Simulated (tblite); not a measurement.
Compound: C4H4F3N3.
Z-matrix (Å and degrees, GFN2-xTB geometry), rows numbered from 1:
```
F 
C   1  1.3383
F   2  1.3359  1  107.21
F   2  1.3358  1  107.21  3  -114.97
C   2  1.5334  1  110.94  3   122.50
N   5  1.4309  2  111.00  1  -179.88
C   6  1.3694  5  128.39  2   -88.26
N   7  1.2930  6  110.31  5   178.09
N   8  1.3428  7  108.10  6    -0.36
C   9  1.2931  8  108.10  7     0.02
H   5  1.0944  2  107.72  1   -59.00
H   5  1.0944  2  107.74  1    59.26
H   7  1.0700  6  123.78  5    -2.25
H  10  1.0700  6  123.74  5     2.16
```

Computed with GFN2-xTB (tblite): harmonic, unscaled wavenumbers at the GFN2-xTB geometry, gas phase. Errors from tens to a few hundred cm⁻¹ against measured bands are possible. One conformer, not necessarily the lowest.

**Question.** How many normal modes are there?

**Answer.** 14 atoms, non-linear: 3N − 6 = 36.

**Question.** What is the point group of the computed structure, and how do the modes divide by symmetry?

**Answer.** Cs. The vibrations span 20 a′ + 16 a″.

**Question.** How many distinct wavenumbers does the calculation give?

**Answer.** 36: Cs has no degenerate species.

**Question.** How many fundamentals are allowed in the infrared by symmetry?

**Answer.** 36 of 36: in Cs every mode is allowed. All fundamentals are allowed in the Raman spectrum.

**Question.** Which of the modes above 1550 cm⁻¹ are stretches that can be named?

**Answer.** sp3 C–H 2974, 2975; aromatic C–H 3192, 3193 cm⁻¹.

**Question.** Zero-point energy?

**Answer.** ½Σν̃ = 19414 cm⁻¹ = 2.407 eV (36 modes), 0.765 eV of it from above 1550 cm⁻¹.

**Question.** Convert 2974.8 cm⁻¹, one of the modes, to μm, THz, fs a period, meV and kJ/mol.

**Answer.** 3.362 μm, 89.18 THz, 11.2 fs, 368.8 meV or 35.59 kJ/mol.

**Question.** What thermal excitation has the softest real mode at 77 K?

**Answer.** θ = hcν̃/k = 37 K for 25.8 cm⁻¹, so N1/N0 = 0.62 and ⟨v⟩ = 1/(exp(θ/T) − 1) = 1.6.
